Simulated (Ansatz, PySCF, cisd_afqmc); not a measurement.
System: C3H5N, charge 0, singlet. C3H5N (SMILES [C-]#[N+]CC).
B3LYP-D3(BJ)/def2-TZVP minimum from Ansatz (a quantum-chemistry and plane-wave program):
```xyz
9

C     -1.5290     0.2840    -0.1251
C     -0.2976    -0.5526    -0.4537
N      0.8749    -0.0301     0.1651
C      1.8162     0.4197     0.6833
H     -1.4021     1.3088    -0.4729
H     -1.7052     0.3036     0.9501
H     -2.4041    -0.1449    -0.6144
H     -0.4263    -1.5820    -0.1143
H     -0.1245    -0.5812    -1.5311
```
Charge 0, spin multiplicity 1.

Quantity: enthalpy of formation at 298 K (by atomisation, with ideal-gas terms from PySCF's Hessian at B3LYP-D3(BJ)/def2-TZVP and the atoms' measured values of the G2/97 table; no spin-orbit terms), in kcal/mol. UHF or UKS for unpaired electrons; spin-orbit terms are left out. Cores are frozen in correlated methods. Rows without X2C or -DK are non-relativistic. AFQMC/CISD: phaseless, guided by CISD from CCSD amplitudes; bars are statistical, one sigma. Outlying blocks are dropped, and bars are widened where a walk drifts. Over all cases where full CI ran beside it in this data, AFQMC minus full CI had a median of +0.1 mEh and passed +0.4 mEh in a tenth of the cases. CBS(X,Y): correlation extrapolated as X^-3, Hartree-Fock from the larger set (Q,5: extrapolated as (X+1)exp(-9√X)). A bracket is a step between two methods taken in the basis named. Functionals run without relativity, which enters their misses. '+ core + X2C': CCSD(T) terms for core correlation (cc-pwCVTZ) and scalar relativity (cc-pVTZ-DK). Where a partner has so few electrons that a lower coupled-cluster level is exact, that level stands in.

Measured: 33.9 kcal/mol, 141.7 kJ/mol (CRC Handbook, as tabulated in the package chemicals); atomic spin-orbit terms, which the calculations lack, would raise the computed values.

| level | program | enthalpy of formation at 298 K (kcal/mol) | error against that value |
|---|---|---|---|
| HF/cc-pVQZ | Ansatz | 282.7 | 248.8 |
| r2SCAN/def2-TZVPD | Ansatz | 39.7 | 5.8 |
| CCSD(T)/cc-pVTZ | Ansatz | 60.8 | 26.9 |
| CCSD(T)/cc-pVQZ | Ansatz | 47.3 | 13.4 |
| AFQMC/CISD/cc-pVTZ | cisd_afqmc | 60.4 ± 0.3 | 26.5 |
| CCSD(T)/CBS(cc-pVQZ,cc-pV5Z) + [AFQMC/CISD - CCSD(T)]/cc-pVTZ + core + X2C | Ansatz + cisd_afqmc | 35.7 ± 0.3 | 1.8 |
| CCSD(T)/CBS(cc-pVQZ,cc-pV5Z) + [CCSDT(Q) - CCSD(T)]/cc-pVDZ + core + X2C | Ansatz | 35.4 | 1.5 |
